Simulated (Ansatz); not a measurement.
Reactions of `[SiH3][O][In]([SH])[O][SiH3]`.

Computed with Ansatz on PBE0-D4/def2-TZVP structures; ΔE is electronic, products minus reactants. CCSD(T)/CBS adds triple-zeta CCSD(T) − MP2 to the extrapolated MP2 energy (def2 sets, frozen cores). This one scheme is used for every species. Functionals use def2-TZVPP. Elements past krypton have def2 core potentials. For Cd, In, Mg, Sc outer-core shells are correlated without core-valence functions, which leaves a few kJ/mol of doubt a bond. Scalar relativity is left out up to krypton. Each species was taken in one conformer, which may not be the lowest.

```
                                                                                                       reaction  B2PLYP (kJ/mol)  MP2/CBS(def2) (kJ/mol)
`[SiH3][O][In]([SH])[O][SiH3]` + `[NH2][Al]([NH2])[F]` → `[NH2][Al]([F])[NH][SiH3]` + `[OH][In]([SH])[O][SiH3]`               44                      44
            `[SiH3][O][In]([SH])[O][SiH3]` + `[NH2][Mg][OH]` → `[NH2][Mg][O][SiH3]` + `[OH][In]([SH])[O][SiH3]`              -25                     -22
                                    `[SiH3][O][In]([SH])[O][SiH3]` + H–F → `[F][In]([SH])[O][SiH3]` + `O[SiH3]`              -18                      -1
                         `[SiH3][O][In]([SH])[O][SiH3]` + `O[SiH3]` → `[SiH3][O][In]([O][SiH3])[O][SiH3]` + H₂S               57                      58
                                          `[SiH3][O][In]([SH])[O][SiH3]` + H₂ → `[SiH3][O][InH][O][SiH3]` + H₂S               55                      72
            `[SiH3][O][In]([SH])[O][SiH3]` + `[CH3][Mg][OH]` → `[CH3][Mg][O][SiH3]` + `[OH][In]([SH])[O][SiH3]`              -25                     -23
                   `[SiH3][O][In]([SH])[O][SiH3]` + `CC[SiH2]O` → `CC[SiH2]O[SiH3]` + `[OH][In]([SH])[O][SiH3]`               -6                      -5
                                   `[SiH3][O][In]([SH])[O][SiH3]` + H₂O → `[OH][In]([SH])[O][SiH3]` + `O[SiH3]`               12                      20
      `[SiH3][O][In]([SH])[O][SiH3]` + `[OH][Sc]([F])[F]` → `[F][Sc]([F])[O][SiH3]` + `[OH][In]([SH])[O][SiH3]`              -11                      -9
            `[SiH3][O][In]([SH])[O][SiH3]` + `[NH2][Cd][OH]` → `[NH2][Cd][O][SiH3]` + `[OH][In]([SH])[O][SiH3]`              -11                      -7
```

**Question.** Give the CCSD(T)/CBS values in the same order. (An estimate is asked.)

**Answer.** Computed: 44, -23, -4, 54, 62, -24, -5, 20, -10, -7 kJ/mol.

Largest T1 diagnostic: 0.017, for `[OH][Sc]([F])[F]`.
